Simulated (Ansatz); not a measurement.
One change: `C[Se][Al]([F])[Cl]` becomes `C[O][Al]([F])[Cl]`.

Ansatz, PBE0-D4/def2-TZVP geometries, multiplicity 1. Each molecule was computed in one conformer, which needn't be the lowest.

Scalar relativity is left out up to krypton.

```tsv
property	`C[Se][Al]([F])[Cl]`
HOMO–LUMO gap (PBE0/def2-TZVPP) / eV	6.31
size of the dipole moment (PBE/def2-TZVPP) / D	2.36
LUMO energy (PBE/def2-TZVPP) / eV	-1.80
size of the dipole moment (B3LYP/def2-TZVPP) / D	2.35
zero-point energy (PBE0-D4/def2-TZVP) / kJ/mol	112.2
HOMO energy (PBE/def2-TZVPP) / eV	-6.16
```

Q: Give the same properties after the change, and the shifts. (Estimate.)

A: The calculation gave: 
```tsv
property	`C[O][Al]([F])[Cl]`	shift
HOMO–LUMO gap (PBE0/def2-TZVPP) / eV	7.80	1.49
size of the dipole moment (PBE/def2-TZVPP) / D	1.97	-0.39
LUMO energy (PBE/def2-TZVPP) / eV	-1.78	0.02
size of the dipole moment (B3LYP/def2-TZVPP) / D	2.04	-0.31
zero-point energy (PBE0-D4/def2-TZVP) / kJ/mol	122.3	10.1
HOMO energy (PBE/def2-TZVPP) / eV	-7.15	-0.99
```

With PBE0 the HOMO falls by 1.42 eV and the LUMO rises by 0.08 eV, so the gap widens by about 1.50 eV. PBE moves the HOMO by -0.99 eV and ωB97M-V by -1.70 eV. Dipoles are sizes alone; their direction can turn.

B3LYP here is the variant with VWN-RPA as its local correlation; programs differ in this.

Spin–orbit coupling is left out; it splits and shifts lone-pair levels of the heavy atoms by tenths of an eV.
